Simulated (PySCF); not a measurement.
# Zn(2+): excitation energy

Zn(2+) [Ar] 3d10 (1S) → Zn(2+) [Ar] 3d9 4p1 (high-spin determinant), as a difference of total energies. Computed with PySCF 2.14 in x2c-TZVPPall with one added diffuse shell each of s, p, d, f type (7s6p5d3f1g, 80 functions), with the spin-free X2C one-electron Hamiltonian (Gaussian nucleus). Correlated levels: valence: [Ar] frozen; valence and next inner shell: [Ne] frozen. The calculations carry no spin-orbit coupling.

```
                                method  excitation energy (eV)
                                   UHF                  15.286
                                   LDA                  17.282
                                   PBE                  16.758
                                  PBE0                  16.625
                                r2SCAN                  16.483
                                revPBE                  16.694
                                PBEsol                  16.927
                               wB97M-V                  16.859
                                  PW91                  16.780
                         MP2 (valence)                  17.686
                     SCS-MP2 (valence)                  17.460
    MP2 (valence and next inner shell)                  18.141
SCS-MP2 (valence and next inner shell)                  17.810
```

Q: How much does correlation contribute at MP2 (valence and next inner shell)?

A: 18.141 − (15.286) = 2.855 eV, measured against UHF.

A first-order spin-orbit estimate (lowest level to lowest level, LS coupling) adds -0.082 eV.

The determinant of the upper state mixes LS terms, which raises its energy above the lowest term, most at the Hartree-Fock and MP2 levels.
